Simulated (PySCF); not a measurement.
# How methods differ on the ionisation energy of I²⁺

I²⁺ [Kr] 4d10 5s2 5p3 (4S) → I³⁺ [Kr] 4d10 5s2 5p2 (3P), as a difference of total energies. Computed with PySCF 2.14 in def2-TZVPPD with the def2 core potential (28 electrons) (7s6p4d2f, 59 functions), with a scalar-relativistic core potential. Correlated levels: valence: 4s2 4p6 4d10 frozen. The calculations carry no spin-orbit coupling.

```csv
method,ionisation energy (eV)
UHF,29.891
MP2 (valence),30.324
SCS-MP2 (valence),30.196
CCSD (valence),30.308
CCSD(T) (valence),30.331
```

How much does correlation contribute at CCSD(T) (valence)?

30.331 − (29.891) = 0.440 eV, measured against UHF.

The reference lies between the lowest fine-structure levels, while these numbers refer to the centres of the terms.

Errors of the correlated levels include the incompleteness of this basis and the frozen core.

For comparison: 29.57 ± 0.025 eV (measured; NIST Atomic Spectra Database, ionization energies).
